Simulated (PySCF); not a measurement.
SMILES O[Si]I (HIOSi), singlet at its PBE0/def2-SVP optimised geometry (Å):

```
4

Si    -0.6461    -0.9486     0.0000
I      1.8479    -0.9486     0.0000
O     -0.9161     0.6939     0.0000
H     -1.8479     0.9486     0.0000
```

Method: PBE0/def2-TZVP, def2 effective core potentials past Kr (PySCF). The core electrons that the potentials of I replace are not part of the density. Cells within 0.4 Å of a nucleus heavier than hydrogen are left out (blank, or x).

Map of the deformation density (molecule minus spherical neutral atoms) (e/bohr³) on the plane z = 0.0 Å:

```
|2222222222222222222222222222222|
|2222222222222222222222222222222|
|2222222222222222222222222222222|
|2222222222222222222222222222222|
|2222222222222222222222222222222|
|2222222222222222222222222222222|
|2222222222222222222222222222222|
|2222222212222222222222222222222|
|2222221111122222222222222222222|
|2222211111122222222222222222222|
|2222110012223322222222222222222|
|222211004753x632222222222222222|
|22221100595xxx22122222222222222|
|22221111353xx221112222222222222|
|2222211122368421112222222222222|
|2222211112367421122222222222222|
|2222221112234211122222233222222|
|2222222111122111233221113222222|
|222222222221xx2233322xxx2221222|
|222222222232xxx233322xxx2221222|
|2222222223432222333221x13222222|
|2222222223443222222222232222222|
|2222222222333222222222332222222|
|2222222222222222222222222222222|
|2222222222222222222222222222222|
|2222222222222222222222222222222|
|2222222222222222222222222222222|
|2222222222222222222222222222222|
|2222222222222222222222222222222|
|2222222222222222222222222222222|
|2222222222222222222222222222222|
```
Scale: ten equal steps from -0.026 (start of '0') to 0.089 (end of '9'), in the order '0123456789'; x runs from -4.00 to 4.00, y from -4.00 (bottom) to 4.00 (top).
